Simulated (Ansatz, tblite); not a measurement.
Cost and result up the ladder for GeH3(NHtBu) (C₄H₁₃GeN) (19 atoms). Charge 0, multiplicity 1. Geometry: r2SCAN-D4/def2-SVP.

Cartesian coordinates in Å:
```
Ge 1.392 -1.098 1.677
H 2.583 -0.563 2.485
H 0.335 -1.695 2.618
H 1.880 -2.221 0.729
N 0.700 0.384 0.830
C -0.262 0.324 -0.281
C -1.362 -0.680 0.073
C -0.874 1.722 -0.435
C 0.415 -0.091 -1.599
H 1.420 1.082 0.647
H -2.137 -0.697 -0.709
H -0.960 -1.704 0.158
H -1.836 -0.415 1.031
H -1.368 2.027 0.501
H -1.612 1.748 -1.253
H -0.092 2.465 -0.664
H 0.867 -1.092 -1.509
H 1.215 0.621 -1.862
H -0.303 -0.115 -2.436
```

Ansatz on 4 threads of AMD EPYC on a shared host; xTB runs through tblite on one thread. Times are rough, summed over both states, and most runs start from the orbitals of an earlier one. PBE0-D4/def2-TZVP serves as the yardstick here, not as an exact answer. The other state is a doublet.

The xTB rows come from tblite.

Raw xTB energies of ions are shifted by several eV.

```csv
level,functions,wall time,vertical IE (eV),difference from PBE0-D4/def2-TZVP (eV)
GFN2-xTB,42,0.047 s,13.12,4.70
GFN1-xTB,55,0.082 s,14.07,5.65
revPBE-D4/def2-TZVP,281,35 s,8.33,-0.08
PBE-D4/def2-TZVP (with forces),281,42 s,8.29,-0.12
PBE0-D4/def2-TZVP,281,78 s,8.41,0.00
```
